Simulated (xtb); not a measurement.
Ge(Me)(SH) (CH4GeS), SMILES [CH3][Ge][SH] (connectivity only; charge and spin as stated), neutral, multiplicity 1. All values are semi-empirical tight-binding results from xtb (GFN2-xTB unless named), good for trends rather than for accurate numbers. Geometry: GFN2-xTB. Other conformers were not sampled.

Optimised geometry:

```xyz
7

Ge     0.4168    -0.2493     0.5129
C      1.2410     1.3580    -0.4122
H      0.6998     2.2637    -0.1338
H      1.1911     1.2656    -1.4969
H      2.2847     1.4920    -0.1265
S     -1.4340    -0.2447    -0.7518
H     -2.0157    -1.2775    -0.1532
```

For metal compounds this method's bond lengths and energies can be far off.

Computed properties:
| Quantity | Result |
|---|---|
| orbital gap | 3.05 eV |
| zero-point energy | 27.0 kcal/mol |
| G − E(el) at 298.15 K (modified RRHO) | 8.3 kcal/mol |

Computed atomic charges and the Wiberg bond orders between heavy atoms:
charges (e) Ge1 0.26, C2 -0.19, H3 0.05, H4 0.05, H5 0.03, S6 -0.36, H7 0.16. Bond orders Ge1–C2 1.07, Ge1–S6 1.25.
